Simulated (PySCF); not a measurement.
Simulated absorption spectrum

Compound: germyl cyanide, CH₃GeN.
Atom-mapped SMILES: `[N:1]#[C:2][GeH3:3]` (hydrogens: H4, H5, H6 on Ge3)

Method used: TDDFT PBE0/def2-SVPD, vertical, gas phase, core orbitals frozen in the response in PySCF. Geometry: PBE0-D3(BJ)/def2-SVP; no solvent, vibrations or thermal averaging. Relativistic effects, spin–orbit coupling among them, are left out although an element past zinc is present.

Computed states:

| state | E (eV) | f |
| --- | --- | --- |
| S1 | 7.15 | 0.0000 |
| S2 | 7.49 | 0.0035 |
| S3 | 7.49 | 0.0035 |
| S4 | 8.20 | 0.0036 |
| S5 | 8.20 | 0.0035 |
| S6 | 8.44 | 0.020 |
| S7 | 8.44 | 0.020 |
| S8 | 8.66 | 0.0002 |
| S9 | 8.66 | 0.0002 |

Broadening: Gaussians 0.5 eV wide at half height, area fixed by f = 4.319×10⁻⁹ ∫ε dν̃. The width is an assumption, not a result. The curve ends short of the highest state used, and states not computed would add to its high-energy end.

Problem. What does the envelope look like, and where are its maxima?

Solution. 
```csv
E (eV),ε (L mol⁻¹ cm⁻¹)
6.40,0
6.45,0
6.50,0
6.54,0
6.59,0
6.64,0
6.69,0
6.73,1
6.78,1
6.83,3
6.88,6
6.92,11
6.97,19
7.02,33
7.06,50
7.11,77
7.16,114
7.21,160
7.25,201
7.30,255
7.35,305
7.40,346
7.44,368
7.49,379
7.54,369
7.59,343
7.63,314
7.68,274
7.73,239
7.77,222
7.82,221
7.87,251
7.92,319
7.96,406
8.01,557
8.06,759
```

Maxima: 166 nm (7.49 eV), ε about 380, made up of S2 (50%) and S3 (50%) (ε in L mol⁻¹ cm⁻¹; maxima over ε = 5, shares over 10%). At its high-energy end, 8.06 eV, the curve is still rising (ε about 760, from S4, S5, S6 and S7).

Problem. What would ε be at 7.49 eV, the highest of these maxima, with half the width (0.25 eV)?

Solution. About 754 L mol⁻¹ cm⁻¹ against 379, a factor of about 1.99; a lone state at its own centre would give exactly 2.

The vertical ionisation energy (ΔSCF) is 12.67 eV, 4.01 eV above S9.

Time: 21 s of wall time. Hardware: one thread, Arm Neoverse V1, no GPU (shared host).
